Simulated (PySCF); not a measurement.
## Spinor energies of Ba³⁸⁺ (barium, charge +38)

Start: [Ar]. Calculated with PySCF 2.14 in an even-tempered Gaussian basis (19 s from 7.7 bohr⁻², ratio 2.4; 14 p from 10 bohr⁻², ratio 2.4; 5 d from 40 bohr⁻², ratio 2.6; 4 f from 60 bohr⁻², ratio 2.6): generalised Hartree-Fock with the X2C-1e Hamiltonian and a Gaussian nucleus; one run each with spin-orbit coupling (SO) switched off, then screened by Boettger's factors.

```
spinor shell  electrons  ε, spin-free (eV)  ε, screened SO (eV)  weight of nominal j (screened SO)  rms radius, screened SO (bohr)
       1s1/2          2           -39760.7             -39756.5                              1.000                          0.0292
       2s1/2          2            -8123.0              -8121.8                              1.000                           0.117
       2p1/2          2            -7503.3              -7774.8                              1.000                           0.101
       2p3/2          4            -7503.3              -7382.7                              1.000                           0.106
       3s1/2          2            -3053.2              -3052.9                              1.000                           0.286
       3p1/2          2            -2846.5              -2911.7                              1.000                           0.275
       3p3/2          4            -2846.5              -2817.3                              1.000                           0.284
```

```csv
quantity,spin-free,screened SO
E (hartree),-6957.92012,-6960.95640
M_J,0,0
⟨J²⟩,0.000,0.000
⟨L²⟩,0.000,0.016
⟨S²⟩,0.000,0.016
```

Breit and QED terms are absent; they matter most for the inner s and p1/2 levels.

Densities and radii are taken from the X2C orbitals without a picture-change correction, which distorts them close to the nucleus.

Without spin-orbit coupling the j labels of p, d and f shells carry no meaning; the spin-free column gives the mean over the occupied spinors of each nl shell.
